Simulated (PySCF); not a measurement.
## Ba⁻ (barium, charge -1): UHF calculation

Configuration: [Xe] 5d1 6s2, 2D determinant. Calculation: PySCF 2.14, in aug-cc-pVQZ-X2C (10s9p7d4f2g, 118 functions); the spin-free X2C one-electron Hamiltonian (Gaussian nucleus).

* Total energy: -8131.602693 hartree
* One-electron energy: -11109.3782 hartree
* Hartree (Coulomb) energy: 3174.8257 hartree
* Exchange energy: -197.0502 hartree
* ⟨S²⟩: 0.9639
* ⟨L²⟩: 6.183
* Sum of ⟨r⟩: 53.18 bohr
* Sum of ⟨r²⟩: 201.4 bohr²
* Traceless quadrupole moment −½Σ⟨3z² − r²⟩ along its main axis: -1.03 e·bohr²
* Langevin diamagnetic susceptibility: -160 ×10⁻⁶ cm³/mol

| shell | electrons | mean orbital energy (hartree) | spread (hartree) | rms radius, mean of both spins (bohr) |
| --- | --- | --- | --- | --- |
| 1s α | 1 | -1382.41457 | 0 | 0.0292 |
| 1s β | 1 | -1382.41445 | 0 | 0.0292 |
| 2s α | 1 | -222.26320 | 0 | 0.119 |
| 2s β | 1 | -222.26220 | 0 | 0.119 |
| 2p α | 3 | -199.21678 | 0.00009 | 0.106 |
| 2p β | 3 | -199.21600 | 0.00082 | 0.106 |
| 3s α | 1 | -48.45231 | 0 | 0.311 |
| 3s β | 1 | -48.45167 | 0 | 0.311 |
| 3p α | 3 | -40.86704 | 0.00141 | 0.311 |
| 3p β | 3 | -40.86663 | 0.00162 | 0.311 |
| 3d α | 5 | -29.76930 | 0.00251 | 0.289 |
| 3d β | 5 | -29.76838 | 0.00179 | 0.289 |
| 4s α | 1 | -10.07799 | 0 | 0.715 |
| 4s β | 1 | -10.07582 | 0 | 0.715 |
| 4p α | 3 | -7.52361 | 0.00252 | 0.761 |
| 4p β | 3 | -7.52188 | 0.00405 | 0.761 |
| 4d α | 5 | -3.67956 | 0.00597 | 0.862 |
| 4d β | 5 | -3.67730 | 0.00552 | 0.862 |
| 5s α | 1 | -1.43383 | 0 | 1.77 |
| 5s β | 1 | -1.42173 | 0 | 1.77 |
| 5p α | 3 | -0.74211 | 0.00829 | 2.06 |
| 5p β | 3 | -0.72256 | 0.01823 | 2.06 |
| 6s α | 1 | -0.04019 | 0 | 8.07 |
| 5d α | 1 | -0.01310 | 0 | 5.07 |
| 6s β | 1 | -0.00366 | 0 | 8.07 |

Spin-orbit coupling, absent here, splits the open shell strongly. ⟨S²⟩ = 0.96 against 0.75 shows spin contamination. The outer electron is barely bound at this level, so radii and moments hang on the diffuse functions. The configuration of this anion was assumed by filling the next shell in order. It is not the known or likely ground configuration (Ca⁻, Sr⁻ and Ba⁻, for instance, bind a p electron), so these values are not the electron affinity of the element.

Densities and radii are taken from the X2C orbitals without a picture-change correction, which distorts them close to the nucleus.

Spin-orbit constants ζ (cm⁻¹) from the X2C one-electron operator on these orbitals: bare nucleus, nucleus screened by l(l+1)(2l+1)/3 electrons, and screened by the Breit-Pauli mean field of the electrons.

```
shell     bare  screened nucleus  mean field
   2p  2016000           1944000         n/a
   3p   394700            380600         n/a
   3d    60770             49920         n/a
   4p    79420             76580         n/a
   4d     9829              8074         n/a
   5p     9927              9573         n/a
   5d    286.7             235.5         n/a
```

To first order the Landé constant is A = 235.5 cm⁻¹, so the lowest level has J = 3/2 and lies 0.0438 eV below the centre of the term. First order in ζ underestimates the shift of the j = l − 1/2 level at high Z.
